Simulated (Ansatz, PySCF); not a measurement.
The pair A = H4Sn (SMILES [SnH4]) (first 5 atoms), B = CH4 (SMILES C); geometry from B3LYP-D3(BJ)/def2-TZVP.
(charge 0, multiplicity 1):
```xyz
10

Sn     0.1336     0.1521    -0.0877
H     -1.2914     0.9323     0.4394
H      0.0729    -1.5006     0.3389
H      0.2617     0.2942    -1.7866
H      1.4919     0.8835     0.6450
C     -0.1323    -0.1510     3.7904
H      0.8442     0.2613     3.5399
H     -0.2186    -0.2470     4.8718
H     -0.9131     0.5132     3.4223
H     -0.2420    -1.1321     3.3300
```

Cores are frozen in the correlated methods. Filled d and f shells under p-block atoms count as core. CBS: X⁻³ extrapolation of the correlation energy, Hartree–Fock from the larger set.

Codes used: Ansatz (a program for electronic structure); PySCF for the dispersion terms. Values without a source in brackets are computed. In def2 rows elements past Kr take small-core potentials, without spin–orbit coupling.

The monomers are drawn apart, rigid, along the line of their centres of mass. Counterpoise-corrected interaction energies (kcal/mol):

```tsv
level	R = 5.459 Å	R = 7.018 Å
PBE-D3(BJ)/def2-TZVPPD	-0.2755	-0.0474
wB97M-V/def2-TZVPPD	-0.2077	-0.0401
CCSD(T)/CBS(def2-SVPD, def2-TZVPPD)	-0.1894	-0.0382
```

Q: R is the distance of the centres of mass. Find the local exponent m of E ∝ R⁻ᵐ between the two points.

A: 
m = ln(E₁/E₂)/ln(R₂/R₁): PBE-D3(BJ)/def2-TZVPPD 7.0; wB97M-V/def2-TZVPPD 6.5; CCSD(T)/CBS(def2-SVPD, def2-TZVPPD) 6.4. For scale, two fixed dipoles give m = 3, dipole and quadrupole 4, quadrupoles 5, and dispersion or dipole-induced dipole 6 at long range; at these distances several terms mix, and what is left of overlap and damping shifts m, so it need not match one of them.
